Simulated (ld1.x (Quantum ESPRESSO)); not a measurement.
**Reading a pseudo-wave (gold (Au))**

Columns: radius, all-electron u(r) and pseudo u(r) of the 5d shell (level -6.81 eV) of gold in the configuration [Xe] 4f14 5d10 6s1 6p0; revPBE, scalar-relativistic, RRKJ scheme, ld1.x (Quantum ESPRESSO) 7.5.

| r (bohr) | all-electron | pseudo |
| --- | --- | --- |
| 0.163 | 0.1331 | 0.0085 |
| 0.325 | -0.4016 | 0.0621 |
| 0.488 | -0.1950 | 0.1851 |
| 0.650 | 0.2423 | 0.3659 |
| 0.813 | 0.5862 | 0.5688 |
| 0.975 | 0.7789 | 0.7432 |
| 1.138 | 0.8544 | 0.8538 |
| 1.300 | 0.8546 | 0.8861 |
| 1.463 | 0.8131 | 0.8529 |
| 1.625 | 0.7518 | 0.7809 |
| 1.788 | 0.6828 | 0.6966 |
| 1.950 | 0.6138 | 0.6175 |
| 2.113 | 0.5478 | 0.5481 |
| 2.275 | 0.4871 | 0.4871 |
| 2.438 | 0.4315 | 0.4315 |
| 2.600 | 0.3819 | 0.3819 |
| 2.763 | 0.3374 | 0.3374 |
| 2.925 | 0.2980 | 0.2980 |
| 3.088 | 0.2630 | 0.2630 |
| 3.250 | 0.2321 | 0.2321 |
| 3.413 | 0.2048 | 0.2048 |
| 3.575 | 0.1809 | 0.1809 |
| 3.738 | 0.1596 | 0.1596 |
| 3.900 | 0.1411 | 0.1411 |
| 4.063 | 0.1247 | 0.1247 |
| 4.225 | 0.1103 | 0.1103 |

How many radial nodes do the two functions have?

The all-electron 5d function has n − l − 1 = 2; the pseudo-wave has 0, since the states of the same l below it are removed with the core.

At about which radius was the pseudo-wave matched?

2.25 bohr, where the columns begin to agree (steps of 0.16 bohr).

Where does each function peak?

Outermost all-electron maximum near 1.30 bohr, pseudo maximum near 1.30 bohr (to the table’s step).

Is the pseudo-wave norm-conserving?

Yes: the RRKJ scheme keeps the norm inside the radius equal to the all-electron one, which fixes the energy derivative of the logarithmic derivative at the level.
